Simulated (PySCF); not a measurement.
**Cd³¹⁺: fine-structure interval**

Cd³¹⁺ [Ne] 3s2 3p5 [3p1/2^2 3p3/2^3, M_J = 3/2] → Cd³¹⁺ [Ne] 3s2 3p5 [3p1/2^1 3p3/2^4, M_J = 1/2], as a difference of total energies. Calculation: PySCF 2.14, in an uncontracted even-tempered set (19 s from 5.2 bohr⁻², ratio 2.4; 14 p from 6.8 bohr⁻², ratio 2.4; 5 d from 28 bohr⁻², ratio 2.6; 4 f from 41 bohr⁻², ratio 2.6); the two-component X2C-1e Hamiltonian. Correlated levels: 1s2 frozen; the 56 highest virtual spinors dropped. "Screened" scales the spin-orbit matrix elements by Boettger's factors to mimic the two-electron term; Breit and QED terms are absent.

```
                    method  fine-structure interval (cm⁻¹)
 GHF (screened spin-orbit)                          365040
GMP2 (screened spin-orbit)                          366340
     GHF (bare spin-orbit)                          381590
```
